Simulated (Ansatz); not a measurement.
Ansatz (an electronic-structure program) input (PBE-QIDH/def2-TZVPD):

Ansatz 0.2 input:
```yaml
crystal:
  periodic: [false, false, false]
  atoms:
    - {symbol: Si, position_ang: [-1.02045013, 0.20913649, -0.08488517]}
    - {symbol: F, position_ang: [-1.61315357, -0.38576751, 1.26857891]}
    - {symbol: F, position_ang: [-1.48255093, -0.77152057, -1.25186748]}
    - {symbol: Br, position_ang: [1.20421835, 0.21393377, 0.02965684]}
basis:
  gaussian:
    orbitals: def2-TZVPD
hamiltonian:
  xc: {name: PBE-QIDH}
magnetization: {spin_polarized: true, initial_magnetization: 1}
correlation: {electrons: outside_noble_gas}
```

Output:

```
Functional definition: PBE-QIDH
integrals: 0.21 GiB planned
1136 factors; integrals over basis functions are off by at most 7.1e-4 eV
0.24 GiB of the device are held for the grids
1.38 GiB of device memory are held for the factors and their scratch space
mean field: 1.93 GiB planned
mean field evaluation 1: about -83324.5630 eV, gradient 2.8e1 eV
mean field evaluation 2: about -83324.6689 eV, gradient 2.8e1 eV
mean field evaluation 4: about -83327.2854 eV, gradient 1.5e0 eV
mean field evaluation 8: about -83327.3426 eV, gradient 3.2e-1 eV
mean field evaluation 16: about -83327.3438 eV, gradient 5.3e-4 eV
mean field -83327.34379243 eV, -3062.2234030697 hartree, gradient 6.8e-6 eV, S^2 0.754252; 0 other end points of the search recorded, 0 dependent functions left out
21 core orbitals not correlated
reference -83327.34380971 eV, -3062.2234037045 hartree; 13, 12 occupied and 146, 147 virtual orbitals, 1136 factors
second order -22.83118352 eV of doubles, -0.00000000 eV of singles
Total energy: -83334.95420421 eV, -3062.5030805441 hartree
```

It need not be the lowest isomer of its formula.
